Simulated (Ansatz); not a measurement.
`CNB(C)N` + HBr → `CB(N)Br` + CH₃NH₂  (ligand exchange at a B–N bond)

Calculated with Ansatz (gas phase, PBE0-D4/def2-TZVP geometries, no zero-point term in ΔE). CBS: MP2 limit from def2 TZ/QZ plus the TZ coupled-cluster correction, frozen cores. Functionals use def2-TZVPP. B3LYP here is the variant with VWN-RPA as its local correlation; programs differ in this. For Br outer-core shells are correlated without core-valence functions, which leaves a few kJ/mol of doubt a bond. Scalar relativity is left out up to krypton. One conformer a species, not always the lowest.

```json
{"level": "r2SCAN-D4", "ΔE (kJ/mol)": "2.4", "difference from CCSD(T)/CBS": "1.0"}
{"level": "PBE0-D4", "ΔE (kJ/mol)": "2.5", "difference from CCSD(T)/CBS": "1.1"}
{"level": "ωB97M-V", "ΔE (kJ/mol)": "4.5", "difference from CCSD(T)/CBS": "3.1"}
{"level": "PBE0", "ΔE (kJ/mol)": "0.6", "difference from CCSD(T)/CBS": "-0.8"}
{"level": "B3LYP", "ΔE (kJ/mol)": "3.9", "difference from CCSD(T)/CBS": "2.5"}
{"level": "HF/def2-TZVPP", "ΔE (kJ/mol)": "-1.0", "difference from CCSD(T)/CBS": "-2.4"}
{"level": "MP2/def2-TZVPP", "ΔE (kJ/mol)": "-0.9", "difference from CCSD(T)/CBS": "-2.3"}
{"level": "SCS-MP2/def2-TZVPP", "ΔE (kJ/mol)": "0.1", "difference from CCSD(T)/CBS": "-1.3"}
{"level": "CCSD/def2-TZVPP", "ΔE (kJ/mol)": "3.6", "difference from CCSD(T)/CBS": "2.2"}
{"level": "CCSD(T)/def2-TZVPP", "ΔE (kJ/mol)": "3.2", "difference from CCSD(T)/CBS": "1.8"}
{"level": "HF/def2-QZVPP", "ΔE (kJ/mol)": "0.1", "difference from CCSD(T)/CBS": "-1.3"}
{"level": "MP2/def2-QZVPP", "ΔE (kJ/mol)": "-1.5", "difference from CCSD(T)/CBS": "-2.9"}
{"level": "SCS-MP2/def2-QZVPP", "ΔE (kJ/mol)": "-0.4", "difference from CCSD(T)/CBS": "-1.8"}
{"level": "HF/CBS(def2)", "ΔE (kJ/mol)": "0.2", "difference from CCSD(T)/CBS": "-1.2"}
{"level": "MP2/CBS(def2)", "ΔE (kJ/mol)": "-2.6", "difference from CCSD(T)/CBS": "-4.0"}
{"level": "CCSD/CBS(def2)", "ΔE (kJ/mol)": "1.9", "difference from CCSD(T)/CBS": "0.5"}
{"level": "CCSD(T)/CBS", "ΔE (kJ/mol)": "1.4", "difference from CCSD(T)/CBS": "0"}
```

Largest T1 diagnostic among the species: 0.010.
